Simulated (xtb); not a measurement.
C3H9In, singlet, geometry from GFN2-xTB (such geometries of metal compounds can be far from the true shape). Base run: GFN2-xTB (xtb).

Geometry (Å):
```xyz
13

In    -0.0003     0.0006    -0.0007
C     -1.5474    -1.6036    -0.2552
H     -1.4765    -2.0315    -1.2551
H     -2.5453    -1.1843    -0.1302
H     -1.3990    -2.3948     0.4785
C     -0.1621     1.9170    -1.1555
H      0.8026     2.1728    -1.5925
H     -0.4635     2.7245    -0.4884
H     -0.9007     1.8232    -1.9503
C      1.7110    -0.3160     1.4139
H      2.3365     0.5742     1.4630
H      2.3175    -1.1571     1.0787
H      1.3327    -0.5404     2.4109
```
All else is at xtb's defaults.
Base energy -12.15228 Eh.

Variants of this job, named by their change:

```tsv
change	ΔE vs base (kcal/mol)	HOMO-LUMO gap (eV)	G_solv (kcal/mol)	SCF cycles
base	0.000	3.79	-	11
gbsa = chcl3	-5.11	3.79	-5.11	11
alpb = chcl3	-6.07	3.79	-6.07	11
acc = 0.0001	0.000	3.79	-	17
etemp = 5000	-0.69	3.79	-	11
acc = 1000	0.002	3.79	-	6
```

ALPB and GBSA are two models with their own fitted parameters for each solvent, which aren't always the measured dielectric constant.
